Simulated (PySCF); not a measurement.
**Static response to an electric field**

C6H10BNS.
Geometry (PBE0-D3(BJ)/def2-SVP, Å), atoms numbered from 1 in this order:
```
atom  x, y, z in Å
C1    -2.8450   -0.7722   -0.1700
N2    -1.5349   -0.1979    0.0294
C3    -1.5236    1.2421   -0.0606
B4    -0.4148   -0.9998    0.2778
C5     1.0520   -0.4937    0.4044
C6     1.7405    0.6022   -0.0903
C7     3.1189    0.6176    0.2433
C8     3.4825   -0.4720    0.9975
S9     2.1544   -1.5102    1.2743
H10   -3.5672   -0.3835    0.5706
H11   -3.2398   -0.5289   -1.1732
H12   -2.7963   -1.8637   -0.0733
H13   -1.6568    1.5913   -1.1011
H14   -2.3488    1.6686    0.5358
H15   -0.5823    1.6466    0.3286
H16   -0.6166   -2.1876    0.4149
H17    1.2725    1.3696   -0.7085
H18    3.8165    1.3991   -0.0621
H19    4.4673   -0.7065    1.4007
```

Level: wB97X-D/def2-SVPD (PySCF), static field, nuclei fixed, core orbitals frozen in the response. The polarisability tensor in these axes (au):

```
x   149.16  -0.15  12.13
y    -0.15 108.42 -14.43
z    12.13 -14.43  84.27
```

Question: Give the principal values, the mean and the anisotropy Δα = √{½[(α1 − α2)² + (α2 − α3)² + (α1 − α3)²]}.

Answer: Principal values 75.89, 114.42 and 151.54 au; mean 113.95 au = 16.89 Å³ = 18.79 × 10⁻⁴⁰ C²·m²/J; Δα = 65.52 au (57 % of the mean).

Question: What is the dipole moment, and where does it point?

Answer: (-0.99, 1.59, -0.59) D, 1.96 D in size, pointing from the negative to the positive side. Measured along this direction, the outermost atoms are H19 at the negative end and H13 and H14 at the positive end.

Question: How large is μ²/3kT at 500 K beside α?

Answer: In Gaussian units μ²/3kT = 18.57 Å³ against 16.89 Å³, a ratio of 1.10; the Debye molar polarisation (4π/3)N_A(α + μ²/3kT) is 89.4 cm³/mol, leaving out the vibrational part.

Question: Along which axes do the principal values lie, and how far do the nuclei extend along each?

Answer: Largest value along (0.98, -0.07, 0.19), where the nuclei span 8.05 Å; middle along (0.14, 0.91, -0.38), 4.07 Å; least along (-0.15, 0.40, 0.90), 2.29 Å. The response follows the extents in order.

Question: What would n − 1 = 2πNα be for an ideal gas of these molecules at 500 K and 1 atm, electronic part alone?

Answer: N = p/kT = 1.4678 × 10¹⁹ cm⁻³, so n − 1 = 2π × N × 16.89 × 10⁻²⁴ cm³ = 1557 × 10⁻⁶ at long wavelengths.

One conformer (not necessarily the lowest) at the PBE0-D3(BJ)/def2-SVP geometry, without solvent, vibrations or thermal averaging.
